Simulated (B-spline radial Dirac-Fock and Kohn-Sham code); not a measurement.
## X-ray form factors of rhodium in several charge states

Method: Dirac-Fock densities. Computed with a radial B-spline solver.

Configurations: Rh¹⁰⁺ [Ar] 3d10 4s2 4p5; Rh¹²⁺ [Ar] 3d10 4s2 4p3; Rh¹³⁺ [Ar] 3d10 4s2 4p2; Rh¹⁴⁺ [Ar] 3d10 4s2 4p1. The first column is f₀ of Rh¹⁰⁺, the others are differences from it.

```
s (Å⁻¹)   Rh¹⁰⁺  Δ Rh¹²⁺  Δ Rh¹³⁺  Δ Rh¹⁴⁺
      0  35.000   -2.000   -3.000   -4.000
   0.05  34.811   -1.956   -2.936   -3.916
    0.1  34.258   -1.828   -2.749   -3.675
   0.15  33.380   -1.630   -2.460   -3.299
    0.2  32.236   -1.384   -2.098   -2.827
   0.25  30.897   -1.111   -1.697   -2.302
    0.3  29.437   -0.837   -1.291   -1.766
   0.35  27.926   -0.581   -0.909   -1.260
    0.4  26.423   -0.359   -0.574   -0.812
   0.45  24.973   -0.179   -0.300   -0.441
    0.5  23.605   -0.044   -0.091   -0.155
    0.6  21.164   +0.101   +0.141   +0.173
    0.7  19.100   +0.124   +0.187   +0.250
    0.8  17.327   +0.085   +0.135   +0.189
    0.9  15.753   +0.031   +0.054   +0.082
      1  14.315   -0.014   -0.016   -0.015
    1.1  12.988   -0.041   -0.060   -0.079
    1.2  11.770   -0.052   -0.079   -0.107
    1.4   9.695   -0.042   -0.067   -0.095
    1.6   8.130   -0.021   -0.034   -0.050
```
